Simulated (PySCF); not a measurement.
Sn(Br)(NH2) (BrH₂NSn), SMILES [Br][Sn][NH2] (connectivity only; charge and spin as stated), neutral, multiplicity 1. Coordinates come from a B3LYP-D3(BJ)/def2-SVP optimisation. The def2 effective core potentials stand for the cores of Sn; spin–orbit coupling is left out. One conformer was computed; it need not be the lowest.

Computed with B3LYP-D3(BJ)/def2-SVP in PySCF 2.14.0.

Harmonic wavenumbers (cm⁻¹): 141, 227, 370, 456, 595, 630, 1490, 3526, 3643. Rotational constants (GHz): 8.210, 1.460, 1.240; symmetry number 1.

Work out the zero-point energy and the ideal-gas rigid-rotor harmonic-oscillator thermochemistry at 298.15 K and 1 atm.

ZPE = ½ Σ hcν = ½ × 11078 cm⁻¹ = 66.26 kJ/mol. H − E(el) = 81.66 kJ/mol. Entropy in J/(mol K): translation 175.71, rotation 114.94, vibration 31.04, total 321.69. G − E(el) = -14.25 kJ/mol. Cp = 69.58 J/(mol K). Modes under 150 cm⁻¹ make the vibrational entropy uncertain.
